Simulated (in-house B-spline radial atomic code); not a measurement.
**Response and correlation of Pr31+**

Closed shell [Ar] 3d10. Computed with a B-spline radial code for spherical atoms: Dirac-Hartree-Fock, relativistic RPA (time-dependent Dirac-Hartree-Fock) for the response and second-order many-body perturbation theory for correlation, no-pair Dirac-Coulomb Hamiltonian, finite nucleus.

| multipole (bohr³, bohr⁵, bohr⁷) | uncoupled | coupled RPA |
| --- | --- | --- |
| dipole | 0.0071708 | 0.00703 |
| quadrupole | 0.00074739 | 0.00077647 |
| octupole | 0.0001173 | ? |

(1) What is the coupled octupole polarisability?

(2) Which subshells carry the dipole polarisability?

(3) What does the dipole shielding factor come to?

Dipole polarisability at imaginary frequency:

```tsv
u (Eh)	α(iu) (bohr³)
0	0.00703
3.62	0.006986
9.05	0.006768
18.1	0.0061
27.2	0.005261
36.2	0.004447
54.3	0.003133
72.4	0.002256
90.5	0.00168
127	0.001018
181	0.0005732
272	0.0002842
362	0.0001705
543	8.083e-05
905	3.07e-05
1810	8.003e-06
```

(4) What dispersion coefficients follow for two such ions (the dispersion part alone)?

Lowest J = 1 odd-parity excitations:

```json
{"energy (eV)": "885.49", "oscillator strength": "0.0958", "leading channel": "3d3/2 → p1/2", "weight": "0.948"}
{"energy (eV)": "894.43", "oscillator strength": "0.336", "leading channel": "3d5/2 → p3/2", "weight": "0.938"}
{"energy (eV)": "915.35", "oscillator strength": "0.0419", "leading channel": "3d3/2 → p3/2", "weight": "0.978"}
{"energy (eV)": "1102.4", "oscillator strength": "0.312", "leading channel": "3p3/2 → s1/2", "weight": "0.887"}
{"energy (eV)": "1104.2", "oscillator strength": "0.102", "leading channel": "3d5/2 → f5/2", "weight": "0.751"}
{"energy (eV)": "1117.3", "oscillator strength": "0.761", "leading channel": "3d5/2 → f7/2", "weight": "0.606"}
{"energy (eV)": "1148", "oscillator strength": "5.47", "leading channel": "3d3/2 → f5/2", "weight": "0.74"}
{"energy (eV)": "1203.3", "oscillator strength": "0.0643", "leading channel": "3p1/2 → s1/2", "weight": "0.994"}
```

Second-order correlation energy by the highest angular momentum of the excited pair (hartree): s -0.02402, p -0.1963, d -0.486, f -0.5353, g -0.1813, h -0.07918, i -0.03604, k -0.01833.

(5) What is the second-order correlation energy at the partial-wave limit?

Results:

(1) 0.00012285 atomic units, +5 % against the uncoupled value.

(2) 3d5/2 47.8 %, 3d3/2 30.8 %, 3p3/2 13.1 %.

(3) The dipole shielding factor is 0.475, against the exact N/Z = 28/59 = 0.475 of the non-relativistic theorem.

(4) C6 = (3/π)∫α(iu)²du = 0.001811 hartree·bohr⁶ and C8 = 0.001037 hartree·bohr⁸.

(5) The listed waves sum to -1.5564 hartree; extrapolating the increments as (l + 1/2)⁻⁴ gives -1.5939 hartree, -1.55 eV per electron.
